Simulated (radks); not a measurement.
Problem. Species: Au3+. Configuration: [Xe] 4f14 5d7.5 6s0.5 (fractional occupations, a model configuration). All-electron calculation, scalar-relativistic Kohn-Sham, LDA (Slater exchange, Perdew-Wang correlation), spin-polarised, spherical densities, finite nucleus; open shells are filled with parallel spins first (spin-orbit coupling, left out, can overturn this in heavy ions); Fermi nuclear charge, rms radius 5.4371 fm. Program: a radial shooting solver on a logarithmic mesh with Libxc functionals. Some entries of the table are withheld. Estimate them.

| orbital | occ. | eigenvalue (Ry) | <r> (bohr) | <r^2> (bohr^2) |
|---|---|---|---|---|
| 1s up | 1 | -5932.479 | 0.01688 | 0.0003938 |
| 1s down | 1 | -5932.478 | 0.01688 | 0.0003938 |
| 2s up | 1 | -1049.274 | 0.07118 | 0.006003 |
| 2s down | 1 | -1049.258 | 0.07118 | 0.006003 |
| 2p up | 3 | -908.1994 | 0.06426 | 0.005049 |
| 2p down | 3 | -908.1864 | 0.06426 | 0.005049 |
| 3s up | 1 | -249.8152 | 0.1840 | 0.03873 |
| 3s down | 1 | -249.8068 | 0.1840 | 0.03873 |
| 3p up | 3 | -208.8757 | 0.1852 | 0.03978 |
| 3p down | 3 | -208.8670 | 0.1852 | 0.03978 |
| 3d up | 5 | -164.9724 | 0.1677 | 0.03294 |
| 3d down | 5 | -164.9604 | 0.1677 | 0.03294 |
| 4s up | 1 | -56.40561 | 0.4074 | 0.1873 |
| 4s down | 1 | -56.38906 | 0.4074 | 0.1873 |
| 4p up | 3 | -42.96966 | 0.4339 | 0.2140 |
| 4p down | 3 | -42.95289 | 0.4338 | 0.2139 |
| 4d up | 5 | -26.80898 | 0.4587 | 0.2431 |
| 4d down | 5 | -26.78924 | 0.4585 | 0.2429 |
| 5s up | 1 | -10.84553 | 0.9228 | 0.9548 |
| 5s down | 1 | -10.74661 | 0.9206 | 0.9503 |
| 4f up | 7 | -8.85424 | 0.4986 | 0.3013 |
| 4f down | 7 | -8.82753 | 0.4975 | 0.2997 |
| 5p up | 3 | -7.24204 | 1.060 | 1.267 |
| 5p down | 3 | -7.12436 | 1.057 | 1.261 |
| 5d up | 5 | -3.17428 | 1.420 | (1) |
| 5d down | 2.5 | -3.04018 | 1.423 | (2) |
| 6s up | 0.5 | -2.57957 | 2.234 | (3) |
| 6s down | 0 | -2.47287 | 2.262 | (4) |
| 6p up | 0 | -1.83253 | 2.703 | 8.157 |
| 6p down | 0 | -1.75217 | 2.760 | 8.508 |
| 7s up | 0 | -1.03741 | 4.597 | 23.51 |
| 7s down | 0 | -1.01368 | 4.683 | 24.40 |

Solution. 
(1) 5d up <r^2> (bohr^2): 2.327
(2) 5d down <r^2> (bohr^2): 2.341
(3) 6s up <r^2> (bohr^2): 5.560
(4) 6s down <r^2> (bohr^2): 5.709
